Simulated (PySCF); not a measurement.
## Kr(2+) (krypton, charge +2) across methods

[Ar] 3d10 4s2 4p4, high-spin 3P determinant. Calculation: PySCF 2.14, in dyall-av2z (16s12p8d, 92 functions); the non-relativistic Hamiltonian (point nucleus). The B2PLYP total includes its PT2 part (frozen core); its orbital energies are those of the SCF part.

| method | E (hartree) | mean ε 4s β (eV) | mean ε 4p α (eV) | mean ε 4p β (eV) | Σ⟨r²⟩ (bohr²) | ⟨S²⟩ |
| --- | --- | --- | --- | --- | --- | --- |
| BHandHLYP | -2752.373 | -47.384 | -35.020 | -32.791 | 26.30 | 2.003 |
| r2SCAN | -2752.345 | -43.984 | -32.403 | -30.172 | 26.20 | 2.003 |
| PBE | -2751.970 | -43.736 | -31.802 | -29.745 | 26.24 | 2.001 |
| LDA | -2748.678 | -44.162 | -31.878 | -29.889 | 26.23 | 2.001 |
| CAM-B3LYP | -2752.501 | -47.363 | -34.918 | -32.865 | 26.29 | 2.002 |
| revPBE | -2752.147 | -43.589 | -31.772 | -29.702 | 26.22 | 2.002 |
| UHF | -2750.68201 | -49.605 | -37.802 | -34.936 | 26.43 | 2.006 |
| B2PLYP | -2751.949 | -47.228 | -35.043 | -32.695 | 26.33 | 2.003 |

Estimate the same row for PBE0.

E (hartree) = -2752.063; mean ε 4s β (eV) = -45.548; mean ε 4p α (eV) = -33.547; mean ε 4p β (eV) = -31.328; Σ⟨r²⟩ (bohr²) = 26.23; ⟨S²⟩ = 2.002.
